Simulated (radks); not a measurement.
Ca3+, 17 electrons, occupied as [Ne] 3s2 3p3 4s2 (not the ground configuration).

All-electron calculation, Dirac Kohn-Sham, BLYP, spin-unpolarised, spherical densities, point nucleus; open shells are shared between the two j in proportion to 2j + 1. Program: a radial shooting solver on a logarithmic mesh with Libxc functionals.

Energy parts (eV):
total: -18370.482
kinetic: 18519.174
electron-nucleus: -42804.277
Hartree: 6853.142
exchange-correlation: -938.520

Orbitals (lengths in bohr, moments of r in powers of bohr; r(max) is where P^2 peaks; r(90%) holds 90 % of the orbital's charge):
\begin{tabular}{lrrrrrr}
orbital & occ. & eigenvalue (eV) & r(max) & r(90%) & <r^4> & small-component weight \\ \hline
1s1/2 & 2 & -4011.191 & 0.05027 & 0.137 & 0.0001624 & 5.11e-03 \\
2s1/2 & 2 & -471.5330 & 0.2996 & 0.566 & 0.04334 & 8.60e-04 \\
2p1/2 & 2 & -395.0104 & 0.2445 & 0.536 & 0.03547 & 8.40e-04 \\
2p3/2 & 4 & -391.2907 & 0.2465 & 0.540 & 0.03641 & 8.33e-04 \\
3s1/2 & 2 & -94.0042 & 0.9584 & 1.60 & 2.782 & 1.94e-04 \\
3p1/2 & 1 & -74.0488 & 0.9850 & 1.72 & 3.656 & 1.73e-04 \\
3p3/2 & 2 & -73.5568 & 0.9901 & 1.72 & 3.726 & 1.71e-04 \\
3d3/2 & 0 & -43.7803 & 0.9831 & 2.00 & 6.737 & 1.19e-04 \\
3d5/2 & 0 & -43.7326 & 0.9842 & 2.00 & 6.763 & 1.19e-04 \\
4s1/2 & 2 & -29.3223 & 2.427 & 3.74 & 84.17 & 5.28e-05 \\
4p1/2 & 0 & -23.9377 & 2.666 & 4.15 & 127.0 & 4.54e-05 \\
4p3/2 & 0 & -23.8415 & 2.676 & 4.17 & 128.8 & 4.52e-05 \\
4f5/2 & 0 & -11.3116 & 3.448 & 5.90 & 500.6 & 1.84e-05 \\
4f7/2 & 0 & -11.3110 & 3.448 & 5.90 & 500.8 & 1.84e-05 \\
5s1/2 & 0 & -13.2797 & 4.970 & 7.07 & 1105 & 2.23e-05 \\
\end{tabular}

The highest occupied level is 4s1/2 at -29.322 eV. The configuration is held as typed, so some empty levels lie below it. Summed over all electrons, <r^2> = 23.62 bohr^2, which gives a Langevin (diamagnetic) susceptibility term of -18.7 x 10^-6 cm^3/mol. The density falls to 0.001 e/bohr^3 at r = 4.06 bohr.
